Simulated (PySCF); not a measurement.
Species: C2H11GeNOSi.
InChI=1S/C2H11GeNOSi/c1-2-5-3-4-6/h4H,2-3H2,1,6H3

A linear-response calculation (PySCF, def2-SVPD basis, gas phase, vertical, core orbitals frozen in the response) gave these numbers; the functional is withheld.

Orbital energies (eV): HOMO-3 -11.33, HOMO-2 -10.55, HOMO-1 -9.69, HOMO -9.41, LUMO 1.66, LUMO+1 2.16, LUMO+2 2.36.

| state | E (eV) | f | main configurations (H = HOMO, L = LUMO) |
| --- | --- | --- | --- |
| S1 | 6.45 | 0.015 | H→L (87%) |
| S2 | 7.31 | 0.0051 | H-1→L (38%), H-1→L+2 (35%) |
| S3 | 7.47 | 0.013 | H→L+1 (62%), H→L+6 (10%) |
| S4 | 7.52 | 0.0058 | H-1→L (29%), H→L+2 (29%), H-1→L+2 (11%) |
| S5 | 7.74 | 0.061 | H→L+2 (40%), H-1→L+2 (24%), H-1→L (8%) |
| S6 | 7.91 | 0.021 | H-1→L+1 (39%), H→L+6 (13%), H→L+4 (10%) |

Triplets (Tamm–Dancoff): T1 6.14 eV, H→L (78%), H→L+1 (10%); T2 7.05 eV, H-1→L+2 (36%), H→L+2 (28%), H-1→L (10%); T3 7.25 eV, H→L+2 (32%), H-1→L+2 (24%), H→L+1 (12%); T4 7.31 eV, H→L+1 (45%), H→L+2 (13%), H→L (11%).

Vertical ionisation energy by ΔSCF with the same functional: 9.52 eV. Mean static polarisability: 93.7 au.

Question: Name the functional.
A. B3LYP
B. PBE
C. HF
D. wB97X-D

Answer: D. wB97X-D is range-separated, 22% exact exchange at short range and 100% at long range (ω = 0.2 bohr⁻¹). In this run −ε(HOMO) = 9.41 eV differs from the ΔSCF value by -0.11 eV, and S1 differs from the orbital gap of 11.07 eV by -4.62 eV. The ratio −ε(HOMO)/IP is 0.99. Small neutral molecules mostly give 0.89 to 0.99 with wB97X-D, 0.5 to 0.7 with PBE, 0.67 to 0.83 with B3LYP; Hartree–Fock can't fall below 1, since the ion's relaxation only lowers the ΔSCF value. The other options: PBE, a GGA without exact exchange; HF, time-dependent Hartree–Fock, 100% exact exchange; B3LYP, a global hybrid with 20% exact exchange.

Computed, not measured: PySCF 2.14.0, density-fitted response routines, TDDFT wB97X-D/def2-SVPD, vertical, gas phase, core orbitals frozen in the response. The structure is a single PBE0-D3(BJ)/def2-SVP conformer in the gas phase; no vibrational or solvent corrections. The wB97X-D/def2-SVPD calculation is non-relativistic and has no spin–orbit coupling, an omission that weighs most on germanium.

Conformer computed: `[CH3:1][CH2:2][O:3][GeH2:4][NH:5][SiH3:6]`: C1–C2–O3–Ge4 170°, C2–O3–Ge4–N5 -56°, O3–Ge4–N5–Si6 -68°.
